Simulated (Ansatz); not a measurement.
```yaml
crystal:
  periodic: [false, false, false]
  atoms:
    - {symbol: As, position_ang: [0.400333, -1.154355, 1.088772]}
    - {symbol: As, position_ang: [-0.172634, 1.343625, 0.727697]}
    - {symbol: As, position_ang: [-1.290982, -0.404197, -0.581037]}
    - {symbol: As, position_ang: [1.176071, 0.181227, -0.968751]}
basis:
  gaussian: {orbitals: STO-3G}
total_charge: -1
magnetization: {spin_polarized: true, initial_magnetization: 1}
hamiltonian: {xc: {name: HF}}
correlation: {active_space: {window: {electrons: 6, orbitals: 2}}}
```

```sh
$ ansatz run in.yaml --threads 4 --pin off --events-out ev --progress --plain --max-ram 10444MiB
```

It prints (some lines left out):

```
Error: invalid value for `correlation.active_space`: it starts from restricted Hartree–Fock orbitals; set hamiltonian.xc: hf without magnetization.spin_polarized
```
